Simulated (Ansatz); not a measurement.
Consider the substitution at a C–C bond: `C[CH2][Mg][OH]` + `OB([SiH3])Cl` → `COB([SiH3])Cl` + `[CH3][Mg][OH]`.

Gas-phase electronic energies from Ansatz, PBE0-D4/def2-TZVP geometries. CBS: MP2 limit from def2 TZ/QZ plus the TZ coupled-cluster correction, frozen cores. For Mg outer-core shells are correlated without core-valence functions, which leaves a few kJ/mol of doubt a bond. Each species was taken in one conformer, which may not be the lowest.

| level | ΔE (eV) |
| --- | --- |
| SCS-MP2/def2-TZVPP | 0.28 |
| CCSD(T)/def2-TZVPP | 0.27 |

Question: What does CCSD(T)/CBS give? (Best estimate.)

Answer: Ansatz gave: +0.27 eV. The listed levels differ from it by 0.01, 0.00 eV.

Largest T1 diagnostic among the species: 0.013.

In def2-TZVPP, CCSD(T) changes the Hartree–Fock value by +0.05 eV (the triples alone add −0.01 eV) and MP2 by +0.09 eV.
